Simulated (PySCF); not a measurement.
A run for PySCF: R-MP2/6-31G* on CH2F2 (SMILES FCF) with ghost functions, monomers drawn apart or pushed together.

```python
from pyscf import gto, scf, dft, mp
from pyscf.data.elements import chemcore

mol = gto.M(
    atom='''
    F     0.86908422    0.97743329    3.81998915
    C     0.50202910   -0.10174321    4.60420455
    F    -0.60055021    0.24877059    5.30423508
    H     1.32215683   -0.30031467    5.29319068
    H     0.26391774   -0.93235356    3.94053941
    ghost-F   -0.12660359    0.09559028   -0.06366124
    ghost-H    0.19281855    0.62387333    0.63389235
    ''',
    basis='6-31g*',
    cart=True,
    charge=0, spin=0, verbose=3, max_memory=1800)
mf = scf.RHF(mol)
mf.conv_tol = 1e-8
mf.max_cycle = 100
mf.kernel()
if not mf.converged:
    mf = mf.newton().run(mf.mo_coeff, mf.mo_occ)
pt = mp.MP2(mf, frozen=chemcore(mol)).run()
```

Output:

```
converged SCF energy = -237.894471211223
E(RMP2) = -238.36397169  E_corr = -0.469500478776583
E(SCS-RMP2) = -238.348868775461  E_corr = -0.454397564238115
```

The calculation finished and met its thresholds.

Cost: roughly 0.4 core-seconds.
